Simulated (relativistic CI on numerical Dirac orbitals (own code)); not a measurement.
Computed by Dirac-Coulomb-Breit CI, orbitals from a KLI potential per configuration, model QED, unscaled Slater integrals (own radial code, finite nucleus).

Configuration list (outside the closed core [Ar]): 3d10 4s, 3d10 4p, 3d10 4d, 3d10 4f, 3d10 5s, 3d10 5p, 3d10 5d, 3d10 5f, 3d10 5g, 3d10 6s, 3d10 6p, 3d10 6d, 3d9 4s2, 3d10 6f, 3d10 7s, 3d9 4s 4p, 3d10 8s, 3d9 4s 4d, 3d9 4s 4f, 3d9 4s 5s, 3d9 4s 5p, 3d9 4s 5d, 3d9 4s 5f. Double excitations out of closed p, d and f shells are left out; levels of such configurations are missing from the list, as are those of other unlisted configurations, and high levels can miss mixing partners.

At this charge energies of transitions that change n are usually good to better than 1 %, and those within a shell (Δn = 0) to a few per cent.

Outline of the computed level scheme of Pr XXXI. Lowest level of each configuration: 3d10 4s 2S_1/2 at 0.000 eV; 3d10 4p 2P°_1/2 at 63.270 eV; 3d10 4d 2D_3/2 at 195.338 eV; 3d10 4f 2F°_5/2 at 310.533 eV; 3d10 5s 2S_1/2 at 479.841 eV; 3d10 5p 2P°_1/2 at 509.956 eV; 3d10 5d 2D_3/2 at 571.210 eV; 3d10 5f 2F°_5/2 at 621.879 eV; 3d10 5g 2G_7/2 at 643.181 eV.

Some strong electric-dipole decays among the lowest 16 levels: 3d10 5g 2G_9/2 → 3d10 4f 2F°_7/2 (4.5e+12 s⁻¹); 3d10 5g 2G_7/2 → 3d10 4f 2F°_5/2 (4.3e+12 s⁻¹); 3d10 5f 2F°_7/2 → 3d10 4d 2D_5/2 (2.1e+12 s⁻¹); 3d10 5f 2F°_5/2 → 3d10 4d 2D_3/2 (1.9e+12 s⁻¹); 3d10 5s 2S_1/2 → 3d10 4p 2P°_3/2 (1.5e+12 s⁻¹); 3d10 5d 2D_5/2 → 3d10 4p 2P°_3/2 (1.1e+12 s⁻¹); 3d10 5p 2P°_1/2 → 3d10 4s 2S_1/2 (9.3e+11 s⁻¹); 3d10 5p 2P°_1/2 → 3d10 4d 2D_3/2 (8.4e+11 s⁻¹).

LS names give the leading component of a level, which can be under half, so a name can repeat, a term be missing and a line seem to break the LS rules.
